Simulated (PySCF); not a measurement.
Match the calculated data to a structure.

All candidates are C6H18Si4.

| technique | computed result |
| --- | --- |
| Dipole | 0.57 D [PBE/pcSseg-1] |
| NMR, other nuclei | isotropic shieldings of nuclei other than C and H, by class: 400 (1 Si), 434 (1 Si), 441 (1 Si), 456 (1 Si) ppm [GIAO PBE/pcSseg-1] |
| 13C NMR | chemical shifts (computed TMS as zero) by class: 116.9 (1 C), 76.6 (1 C), 26.9 (1 C), 20.9 (1 C), 16.8 (1 C), 7.2 (1 C) ppm [GIAO PBE/pcSseg-1] |
| 1H NMR | chemical shifts (computed TMS as zero) by class: 4.45 (1 H), 4.32 (1 H), 3.98 (1 H), 3.78 (3 H), 3.75 (1 H), 3.42 (1 H), 1.95 (3 H), 1.50 (1 H), 1.35 (1 H), 1.06 (3 H), 0.87 (1 H), 0.50 (1 H) ppm [GIAO PBE/pcSseg-1] |
| Rotational structure | rotational constants A, B, C: 1.001, 0.347, 0.272 GHz [PBE0-D3(BJ)/def2-SVP] |

Gas-phase values; electronic properties from PySCF, density fitting. Levels stand in brackets. One conformer (not necessarily the lowest) at the PBE0-D3(BJ)/def2-SVP geometry, without solvent, vibrations or thermal averaging. Each NMR value is the plain mean over a class of atoms that symmetry, rotation or inversion makes alike.

Task: Which candidate is it?
A. `CC#C[SiH2][Si@@H](CCC)[SiH2][SiH3]`
B. `CC(C)[Si@H]1[SiH2][Si@H](C2CC2)[SiH2]1`
C. `C=CC[Si@@H]1[SiH2][SiH2][Si@H]1CCC`
D. `CC(C)[Si@H]1[SiH2][Si@@H](C2CC2)[SiH2]1`

Result: A. It is `CC#C[SiH2][Si@@H](CCC)[SiH2][SiH3]`. Numbering: `[CH3:1][C:2]#[C:3][SiH2:4][Si@@H:5]([CH2:6][CH2:7][CH3:8])[SiH2:9][SiH3:10]`. Its formula, C6H18Si4, gives 2 degrees of unsaturation: 0 rings and 2 π bonds in the structure found. 6 carbons fall into 6 classes; from least to most shielded: alkyne carbon [C2] (116.9 ppm), alkyne carbon [C3] (76.6 ppm), chain CH2 carbon [C7] (26.9 ppm), methyl carbon [C8] (20.9 ppm), sp3 carbon bound to silicon [C6] (16.8 ppm), propargylic carbon [C1] (7.2 ppm). Hydrogen classes from least to most shielded: 1 H on an SiH2 silicon, Si4 (4.45 ppm), 1 H on an SiH2 silicon, Si4 (4.32 ppm), 1 H on an SiH silicon, Si5 (3.98 ppm), 3 H on an SiH3 silicon, Si10 (3.78 ppm), 1 H on an SiH2 silicon, Si9 (3.75 ppm), 1 H on an SiH2 silicon, Si9 (3.42 ppm), 3 H on a propargylic carbon, C1 (1.95 ppm), 1 H on a chain CH2 carbon, C7 (1.50 ppm), 1 H on a chain CH2 carbon, C7 (1.35 ppm), 3 H on a methyl carbon, C8 (1.06 ppm), 1 H on an sp3 carbon bound to silicon, C6 (0.87 ppm), 1 H on an sp3 carbon bound to silicon, C6 (0.50 ppm). The other shieldings belong to: 400 ppm, SiH silicon [Si5]; 434 ppm, SiH2 silicon [Si4]; 441 ppm, SiH3 silicon [Si10]; 456 ppm, SiH2 silicon [Si9]. The optimised geometry has point group C1 and is an asymmetric top.

The others, at the same levels:
- `CC(C)[Si@H]1[SiH2][Si@H](C2CC2)[SiH2]1` fails: it has 4 carbon classes against 6; its computed 13C shifts are 23.7 (2 C), 16.5 (1 C), 6.2 (2 C), -3.4 (1 C) ppm, 1H shifts are 5.01 (1 H), 4.56 (1 H), 4.04 (2 H), 3.87 (2 H), 1.42 (1 H), 1.13 (6 H), 0.73 (2 H), 0.33 (2 H), -0.07 (1 H) ppm and rotational constant A is 1.363 GHz (against 1.001 GHz).
- `CC(C)[Si@H]1[SiH2][Si@@H](C2CC2)[SiH2]1` fails: it has 4 carbon classes against 6; its computed 13C shifts are 22.6 (2 C), 19.0 (1 C), 6.2 (2 C), -5.3 (1 C) ppm, 1H shifts are 5.14 (1 H), 4.74 (1 H), 4.16 (2 H), 4.06 (2 H), 1.39 (1 H), 1.21 (6 H), 0.75 (2 H), 0.35 (2 H), -0.08 (1 H) ppm and smallest rotational constant is 0.439 GHz (against 0.272 GHz).
- `C=CC[Si@@H]1[SiH2][SiH2][Si@H]1CCC` fails: its computed 13C shifts are 142.9 (1 C), 119.0 (1 C), 27.4 (1 C), 22.3 (1 C), 21.0 (1 C), 17.0 (1 C) ppm, 1H shifts are 5.98 (1 H), 5.20 (1 H), 5.16 (1 H), 4.64 (1 H), 4.52 (1 H), 4.13 (1 H), 4.09 (1 H), 4.03 (1 H), 3.88 (1 H), 2.18 (1 H), 1.71 (1 H), 1.44 (1 H), 1.38 (1 H), 1.10 (1 H), 1.09 (3 H), 0.69 (1 H) ppm and rotational constant A is 1.066 GHz (against 1.001 GHz).

Each candidate is one conformer, not necessarily the lowest. Dipoles, sizes and rotational constants follow the conformer. The torsions of the flexible species, by atom-mapped SMILES:
- `[CH3:1][C:2]#[C:3][SiH2:4][Si@@H:5]([CH2:6][CH2:7][CH3:8])[SiH2:9][SiH3:10]`: C3–Si4–Si5–C6 179°, Si4–Si5–C6–C7 177°, Si5–C6–C7–C8 179°, Si4–Si5–Si9–Si10 54°
- `[CH3:1][CH:2]([CH3:3])[Si@H:4]1[SiH2:5][Si@H:6]([CH:7]2[CH2:8][CH2:9]2)[SiH2:10]1`: C1–C2–Si4–Si5 -44°, Si5–Si6–C7–C8 -71°
- `[CH3:1][CH:2]([CH3:3])[Si@H:4]1[SiH2:5][Si@@H:6]([CH:7]2[CH2:8][CH2:9]2)[SiH2:10]1`: C1–C2–Si4–Si5 -57°, Si5–Si6–C7–C8 145°
- `[CH2:1]=[CH:2][CH2:3][Si@@H:4]1[SiH2:5][SiH2:6][Si@H:7]1[CH2:8][CH2:9][CH3:10]`: C1–C2–C3–Si4 104°, C2–C3–Si4–Si5 -71°, Si6–Si7–C8–C9 164°, Si7–C8–C9–C10 180°
